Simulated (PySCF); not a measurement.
Static response to an electric field

Compound: BGe2H9Si.
Structure used (PBE0-D3(BJ)/def2-SVP), in Å, numbered top down from 1:
```xyz
13
BGe2H9Si angstrom
B     -0.1309    2.0924    1.0338
Ge     0.0242    0.6726   -0.4216
Si    -1.6985   -0.9679   -0.2184
Ge     2.0716   -0.5873   -0.0348
H     -0.1651    3.2727    0.7842
H     -0.1726    1.7367    2.1877
H      0.0492    1.2093   -1.8687
H     -1.5140   -2.0340   -1.2502
H     -3.0565   -0.3654   -0.3870
H     -1.6136   -1.5888    1.1395
H      2.0080   -1.2372    1.3606
H      2.2091   -1.6969   -1.0947
H      3.3155    0.3192   -0.1026
```

Level: B3LYP/def2-SVPD (PySCF), static field, nuclei fixed, core orbitals frozen in the response. The polarisability tensor in these axes (au):

```
x   131.73  -1.10   0.65
y    -1.10 123.82   7.46
z     0.65   7.46 102.02
```

Task: What are the eigenvalues, a third of the trace, and Δα (Δα² = ½Σ(αi − αj)² over the three pairs)?

Result: Principal values 99.68, 126.00 and 131.89 au; mean 119.19 au = 17.66 Å³ = 19.65 × 10⁻⁴⁰ C²·m²/J; Δα = 29.70 au (25 % of the mean).

Task: What is the dipole moment, and where does it point?

Result: (-0.08, 0.18, 0.04) D, 0.20 D in size, pointing from the negative to the positive side. Measured along this direction, the outermost atoms are H12 at the negative end and H5 at the positive end.

Task: Find the Langevin capture rate constant for O2+ (31.990 u) meeting this molecule (195.899 u), k = 2.342 × 10⁻⁹ cm³/s × √(α in Å³ / reduced mass in u).

Result: The reduced mass is 27.50 u, so k = 1.88 × 10⁻⁹ cm³/s.

Task: What are the principal values of the traceless quadrupole moment, Θ = ½Σq(3rr − r²1), about the centre of nuclear charge?

Result: -0.63, -0.59, 1.22 D·Å. The values depend on the origin, since the dipole doesn't vanish. The electronic extent ⟨r²⟩ about the same centre is 1223 bohr², a root-mean-square distance of 1.93 Å for the 92 electrons.

Task: Along which axes do the principal values lie, and how far do the nuclei extend along each?

Result: Largest value along (0.99, -0.15, -0.02), where the nuclei span 6.19 Å; middle along (0.15, 0.94, 0.30), 5.81 Å; least along (-0.03, -0.30, 0.95), 3.75 Å. The response follows the extents in order.

Task: Form Σ f/ω² (atomic units) for the 10 lowest TDDFT singlets, given as eV and f, and set it beside the mean polarisability, which is this sum over all singlets: 3.92, 0.0209; 4.40, 0.1002; 4.83, 0.0078; 5.79, 0.0007; 6.05, 0.0045; 6.14, 0.0301; 6.40, 0.0040; 6.52, 0.0009; 6.59, 0.0386; 6.71, 0.0350.

Result: They add up to 7.11 au, 6.0 % of the 119.19 au; the largest single term is 3.83 au, from the state at 4.40 eV. Terms in order: 1.01, 3.83, 0.25, 0.02, 0.09, 0.59, 0.07, 0.02, 0.66, 0.57 au. Higher excitations give the rest. The strengths listed sum to 0.243.

Isolated species at its PBE0-D3(BJ)/def2-SVP geometry (one conformer only). The calculation is non-relativistic, for germanium too.

These values come from a run that also computed excited states and ΔSCF ions. The run took 3.4 min wall on an Arm Neoverse V1 with one thread, shared host with 32 logical CPUs at a one-minute load of 32, and the process peaked at 0.94 GiB of memory.
